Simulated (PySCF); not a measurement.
**Adding and removing an electron: TlCl**

PBE; PySCF, scalar-relativistic core potentials, basis sets Tl def2-SVPD with ECP60, Cl def2-SVPD. Neutral (UKS): singlet (closed shell), Re = 2.570 Å, ωe = 270 cm⁻¹, De = 4.57 eV, HOMO -6.51 eV, LUMO -2.55 eV.

TlCl⁺ (UKS): doublet (π ↑), Re = 3.213 Å, ωe = 95.0 cm⁻¹. The energies at the minima are -632.50489 hartree for TlCl and -632.14872 for TlCl⁺.

Task: Work out the adiabatic ionisation energy, without and with harmonic zero-point energies (1 hartree = 27.2114 eV, 1 eV = 8065.5 cm⁻¹), and the change of the bond length.

Result: At PBE: 0.35617 hartree = 9.692 eV between the minima; the zero-point term (95.0 − 270.0)/2 cm⁻¹ = -0.011 eV makes it 9.681 eV. Re changes by +64.3 pm against the neutral. Minus the HOMO energy is 6.51 eV, -3.18 eV from the value between the minima; self-interaction puts the Kohn–Sham level too high, less so with exact exchange. The electron leaves a π orbital, and the ion is left as a loose complex of an ion and an atom.

TlCl⁻ (UKS): doublet (π ↑), Re = 2.784 Å, ωe = 177 cm⁻¹, De = 1.11 eV to Tl + Cl⁻. The energies at the minima are -632.50489 hartree for TlCl and -632.51598 for TlCl⁻.

Task: Work out the adiabatic electron affinity, without and with harmonic zero-point energies (1 hartree = 27.2114 eV, 1 eV = 8065.5 cm⁻¹), and the change of the bond length.

Result: At PBE: 0.01109 hartree = 0.302 eV between the minima; the zero-point term (270.0 − 177.0)/2 cm⁻¹ = +0.006 eV makes it 0.308 eV. Re changes by +21.4 pm against the neutral. The electron enters a π orbital; in so polar a molecule the change of length follows mostly from the change of the ionic charges.

These are scalar-relativistic numbers at best; spin–orbit coupling would shift them, the dissociation energy most. For an ion De counts to the pair picked by the measured ionisation energies or electron affinities, which need not be the lowest pair at this level. The highest Kohn–Sham level is positive in this anion. Much of that is self-interaction error, but it also means that the finite basis helps to hold the extra electron. States were picked by a PBE0 search and need not be the measured ground states.
